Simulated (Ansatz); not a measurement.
Relaxation of CH$_{7}$BN$_{2}$Si (12 atoms, charge 0, multiplicity 1), to a largest force component of 0.015 eV/Å in at most 40 steps.

The calculation used RKS B3LYP/def2-SVP (Ansatz 0.2.0).

```xyz
12
Properties=species:S:1:pos:R:3
B -0.689 -2.049 1.095
N 0.409 -1.067 0.751
Si 1.839 -1.395 1.814
C 3.452 -1.308 0.885
N 3.110 -0.078 1.451
H -1.765 -1.562 1.484
H -0.555 -3.170 1.008
H 0.718 -1.218 -0.250
H 1.634 -1.382 3.204
H 3.363 -1.411 -0.220
H 4.273 -1.889 1.424
H 3.647 0.066 2.298
```

**Question.** Where does it end, and by what steps?

**Answer.** The run converged. After 17 steps the energy has fallen by 2.364 eV; H7 moved furthest, 1.67 Å.

```csv
step,energy less start (eV),largest force component (eV/Å),accepted
0,0.0000,3.681,yes
1,-0.7454,1.760,yes
2,-1.1122,0.806,yes
3,-1.3578,0.873,yes
4,-1.6263,0.901,yes
5,-1.8299,0.789,yes
6,-2.0153,0.600,yes
7,-2.1429,0.432,yes
8,-2.2301,0.372,yes
9,-2.2926,0.405,yes
10,-2.2956,1.539,yes
11,-2.3280,0.604,yes
12,-2.3435,0.517,yes
13,-2.3577,0.200,yes
14,-2.3626,0.089,yes
15,-2.3635,0.043,yes
16,-2.3637,0.022,yes
17,-2.3638,0.008,yes
```

```xyz
12
Properties=species:S:1:pos:R:3
B -0.779 -2.057 1.090
N 0.458 -1.510 0.710
Si 1.874 -1.289 1.714
C 3.630 -1.442 1.151
N 2.985 -0.089 1.211
H -0.939 -2.419 2.232
H -1.666 -2.157 0.277
H 0.564 -1.208 -0.258
H 1.509 -1.556 3.122
H 3.945 -1.765 0.147
H 4.395 -1.672 1.912
H 3.463 0.700 1.637
```

Whether the end is a true minimum wasn't checked by a vibrational analysis.

The run took 73 s on 2 threads of AMD EPYC 7R13 Processor (Zen 3) (shared host), peak memory 0.25 GiB.
